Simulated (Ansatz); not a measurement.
Species: Si$_{2}$H$_{3}$, charge 0, doublet. Si2H3 (SMILES [SiH]=[SiH2], doublet).
B3LYP-D3(BJ)/def2-TZVP minimum from Ansatz (a program for electronic structure):
```xyz
5

Si    -1.2264     0.1449    -0.1145
Si     1.0462    -0.0389     0.0964
H     -1.3325    -1.3477     0.1685
H      1.8899    -1.2636     0.0402
H      1.9663     1.1277     0.0447
```
Charge 0, spin multiplicity 2.

Total energies in cc-pV(D+d)Z, 11 correlated electrons, 10 frozen orbitals. Radicals and triplets start from unrestricted determinants; spin-orbit coupling is neglected. Cores are frozen in correlated methods. No relativity. The UHF reference of H3Si2 ([SiH]=[SiH2], doublet) is spin-contaminated (<S^2> up to 0.19 over the pure value in the sets run).

```json
[
 {"method": "HF", "program": "Ansatz", "energy (Eh)": "-579.52587", "minus CCSDT(Q) (mEh)": "222.92"},
 {"method": "MP2", "program": "Ansatz", "energy (Eh)": "-579.69295", "minus CCSDT(Q) (mEh)": "55.84"},
 {"method": "CCSD", "program": "Ansatz", "energy (Eh)": "-579.73958", "minus CCSDT(Q) (mEh)": "9.22"},
 {"method": "CCSD(T)", "program": "Ansatz", "energy (Eh)": "-579.74663", "minus CCSDT(Q) (mEh)": "2.17"},
 {"method": "CCSDT(Q)", "program": "Ansatz", "energy (Eh)": "-579.74880", "minus CCSDT(Q) (mEh)": "0.00"}
]
```

Rough core times of Ansatz's runs on a shared machine: CCSD(T) 20 s, CCSDT(Q) 3 min.
